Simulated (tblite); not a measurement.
Compound: C4H4F3S (doublet state).
SMILES with atom numbers: `[F:1][C:2]([F:3])([F:4])[C@:5]1([SH:6])[CH:7][CH2:8]1` (hydrogens: H9 on S6; H10 on C7; H11, H12 on C8)

Computed with GFN2-xTB (tblite), gas phase: L-BFGS steps from a force-field or distance-geometry start until the largest atomic force falls under 0.01 eV/Å.

Step 0: E = -759.4693 eV
```
atom  x, y, z in Å  |  force x, y, z in eV/Å
F1     -2.0979   -0.5424   -0.4772    0.571  -0.683   0.575
C2     -1.0213   -0.9209    0.2729   -0.239  -0.034   0.571
F3     -0.5813   -2.1432   -0.1977   -0.763   1.431   0.847
F4     -1.4713   -1.0431    1.5742    0.299  -0.451  -1.437
C5      0.0310    0.1646    0.1750   -0.591  -0.983  -2.134
S6     -0.5338    1.7754    0.7541   -0.173   0.693  -0.003
C7      0.7523    0.0919   -1.1774    0.390   1.682   2.543
C8      1.4917   -0.1592    0.1236    0.309  -0.444  -0.983
H9     -1.4183    2.3135   -0.1892    0.686  -0.968   0.412
H10     0.8422    1.0493   -1.7017    0.149  -0.846  -0.210
H11     2.1525    0.6157    0.5280   -0.085  -0.378  -0.264
H12     1.8555   -1.2022    0.2895   -0.552   0.981   0.084
```

Step 1: E = -759.7703 eV
```
atom  x, y, z in Å  |  force x, y, z in eV/Å
F1     -2.0898   -0.5521   -0.4690    0.043  -0.487   0.261
C2     -1.0247   -0.9214    0.2811   -0.062   0.185   0.194
F3     -0.5922   -2.1228   -0.1856   -0.483   0.684   0.583
F4     -1.4670   -1.0496    1.5536    0.131  -0.406  -0.680
C5      0.0225    0.1506    0.1445   -0.511  -0.247  -0.953
S6     -0.5363    1.7853    0.7540   -0.006   0.297   0.050
C7      0.7579    0.1159   -1.1411    0.275   1.212   0.862
C8      1.4962   -0.1656    0.1096    0.333   0.048  -0.192
H9     -1.4085    2.2996   -0.1834    0.525  -0.814   0.264
H10     0.8443    1.0372   -1.7047    0.180  -0.547  -0.276
H11     2.1513    0.6103    0.5242   -0.085  -0.365  -0.186
H12     1.8476   -1.1882    0.2907   -0.339   0.439   0.072
```

Problem. Estimate the geometry and energy of step 2. (The exact step hangs on the optimiser's Hessian estimate; all steps are aligned on step 1, rigid shifts and turns removed.)

Solution. E = -759.8996 eV, largest force 0.675 eV/Å
```
atom  x, y, z in Å  |  force x, y, z in eV/Å
F1     -2.0874   -0.5671   -0.4605   -0.478  -0.229  -0.067
C2     -1.0269   -0.9163    0.2876   -0.032   0.307  -0.235
F3     -0.6072   -2.1008   -0.1677   -0.069  -0.187   0.191
F4     -1.4628   -1.0618    1.5318   -0.075  -0.271   0.259
C5      0.0071    0.1417    0.1135   -0.033   0.430   0.165
S6     -0.5368    1.7950    0.7554    0.195  -0.033   0.235
C7      0.7663    0.1531   -1.1118    0.229   0.264  -0.238
C8      1.5061   -0.1652    0.1022   -0.252   0.259   0.134
H9     -1.3925    2.2750   -0.1752    0.245  -0.578   0.014
H10     0.8496    1.0203   -1.7128    0.243   0.154  -0.611
H11     2.1487    0.5994    0.5185    0.158  -0.031   0.098
H12     1.8371   -1.1740    0.2929   -0.131  -0.084   0.056
```

The energy changes by -0.1293 eV. The first-order estimate −F·Δx gives -0.2432 eV and the mean of the old and new forces, exact on a quadratic surface, -0.1286 eV. The step makes an angle of 3° with the force vector and moves no atom by more than 0.048 Å.

The cost below is that of the whole relaxation. On one thread of an Arm Neoverse V2, on a shared host, this took 0.27 s of wall time.
